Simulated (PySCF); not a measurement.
MoOCl4, SMILES [Cl][Mo]([Cl])(=[O])([Cl])[Cl], multiplicity 1.

Geometry: PBE0-D3(BJ)/def2-SVP. The spin state was assumed, not searched. The isomer is the one that the SMILES or the coordinates give; other isomers of the formula were not compared. The def2 effective core potentials stand for the cores of Mo; spin–orbit coupling is left out.

Method: PySCF with CAM-B3LYP/def2-TZVP.

Symmetry labels are those of the subgroup Cs that the program uses (full group C3v).

List the valence orbital energies around the gap with their symmetry. (Estimate from the structure and the level; the computed values follow.)


| orbital | symmetry | energy (eV) |
|---|---|---|
| HOMO−7 | A" | -12.48 |
| HOMO−6 | A' | -12.17 |
| HOMO−5 | A" | -11.57 |
| HOMO−4 | A' | -11.45 |
| HOMO−3 | A" | -11.45 |
| HOMO−2 | A' | -10.74 |
| HOMO−1 | A" | -10.16 |
| HOMO | A' | -10.16 |
| LUMO | A" | -3.84 |
| LUMO+1 | A' | -3.84 |
| LUMO+2 | A" | -3.02 |
| LUMO+3 | A' | -3.02 |
